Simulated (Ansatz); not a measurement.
Gas-phase electronic energies from Ansatz, PBE0-D4/def2-TZVP geometries. CCSD(T)/CBS adds triple-zeta CCSD(T) − MP2 to the extrapolated MP2 energy (def2 sets, frozen cores). This one scheme is used for every species. Functionals use def2-TZVPP. B3LYP here is the variant with VWN-RPA as its local correlation; programs differ in this. Each species was taken in one conformer, which may not be the lowest.

`[SiH3]OB(S)S` + HCl → `[SiH3]OB(S)Cl` + H₂S  (ligand exchange at a B–S bond)

`[SiH3]OB(S)S`:

Cartesian coordinates in Å:
```
Si 0.531 -1.613 -0.671
O -0.280 -0.183 -0.508
B -0.305 0.867 0.341
S 0.785 0.897 1.801
S -1.422 2.265 0.042
H 1.412 -1.847 0.501
H 1.338 -1.545 -1.912
H -0.479 -2.692 -0.777
H 0.378 2.089 2.264
H -1.958 1.762 -1.082
```

HCl:

Z-matrix (Å, degrees):
```
Cl
H 1 1.279
```

`[SiH3]OB(S)Cl`:

Cartesian coordinates in Å:
```
Si 1.263 -0.770 -0.735
O 0.482 0.584 -0.191
B -0.659 0.907 0.433
S -1.840 -0.369 0.947
Cl -0.988 2.614 0.745
H 1.238 -0.748 -2.215
H 2.655 -0.708 -0.237
H 0.584 -1.988 -0.226
H -2.734 0.478 1.478
```

H₂S:

Cartesian coordinates in Å:
```
S -0.428 0.056 0.444
H -0.483 -0.024 -0.893
H 0.911 -0.032 0.449
```

```csv
level,ΔE (kJ/mol),difference from CCSD(T)/CBS
PBE-D4,-17.2,2.1
r2SCAN-D4,-19.9,-0.6
PBE0-D4,-18.1,1.2
B3LYP-D4,-20.3,-1.0
ωB97X-V,-21.6,-2.3
ωB97M-V,-22.5,-3.2
B2PLYP,-22.1,-2.8
PBE,-19.1,0.2
r2SCAN,-20.4,-1.1
PBE0,-19.9,-0.6
B3LYP,-23.5,-4.2
HF/def2-TZVPP,-28.2,-8.9
MP2/def2-TZVPP,-19.3,0.0
SCS-MP2/def2-TZVPP,-21.0,-1.7
CCSD/def2-TZVPP,-20.9,-1.6
CCSD(T)/def2-TZVPP,-19.6,-0.3
HF/def2-QZVPP,-28.6,-9.3
MP2/def2-QZVPP,-19.3,0.0
SCS-MP2/def2-QZVPP,-21.0,-1.7
HF/CBS(def2),-28.7,-9.4
MP2/CBS(def2),-19.1,0.2
CCSD/CBS(def2),-20.7,-1.4
CCSD(T)/CBS,-19.3,0
```

Largest T1 diagnostic among the species: 0.013.

In def2-TZVPP, CCSD(T) changes the Hartree–Fock value by +8.7 kJ/mol (the triples alone add +1.4 kJ/mol) and MP2 by +8.9 kJ/mol. The D4 term adds +3.1 kJ/mol with B3LYP and +1.7 kJ/mol with PBE0; it sums over pairs of atoms, weighted by their polarisabilities, and B3LYP, whose exchange is more repulsive, gets the larger term.
